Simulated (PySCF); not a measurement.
Bi(Me)2 (C₂H₆Bi), SMILES [CH3][Bi][CH3], multiplicity 2. Atoms are numbered in the order given.

```xyz
9

Bi     0.0000     0.0000     0.3014
C      1.6534     0.0000    -1.3040
H      1.5450    -0.9038    -1.9344
H      2.6465     0.0000    -0.8163
H      1.5450     0.9038    -1.9344
C     -1.6534     0.0000    -1.3040
H     -1.5450    -0.9038    -1.9344
H     -1.5450     0.9038    -1.9344
H     -2.6465     0.0000    -0.8163
```
Charge 0, spin multiplicity 2.

Coordinates come from a PBE-D3(BJ)/def2-SVP optimisation. The spin state was assumed, not searched. The isomer is the one that the SMILES or the coordinates give; other isomers of the formula were not compared. The def2 effective core potentials stand for the cores of Bi; spin–orbit coupling is left out.

Level of theory: PBE-D3(BJ)/def2-SVP (PySCF).

Frequencies are harmonic and unscaled.

Computed harmonic wavenumbers and intensities:
```
mode  ν (cm⁻¹)  IR (km/mol)  moving atoms (share of kinetic energy)
----  --------  -----------  --------------------------------------
1           78          0.0                                  H 98 %
2           86          0.1                                  H 97 %
3          142          0.2                          C 62 %, H 32 %
4          446         22.4                          C 76 %, H 17 %
5          449         12.2                          C 77 %, H 17 %
6          657          0.0                          H 89 %, C 11 %
7          659         13.7                          H 88 %, C 12 %
8          661          4.9                          H 88 %, C 11 %
9          764         20.8                          H 81 %, C 18 %
10        1119          8.6                          H 83 %, C 17 %
11        1133          2.6                          H 84 %, C 16 %
12        1372          0.0                                  H 94 %
13        1374          5.7                                  H 94 %
14        1383         11.7                                  H 94 %
15        1383          2.2                                  H 95 %
16        2982          9.2                                  H 98 %
17        2984         10.2                                  H 98 %
18        3098          8.2                          H 90 %, C 10 %
19        3099          0.0                          H 90 %, C 10 %
20        3108          7.2                          H 90 %, C 10 %
21        3109          2.1                          H 90 %, C 10 %
```
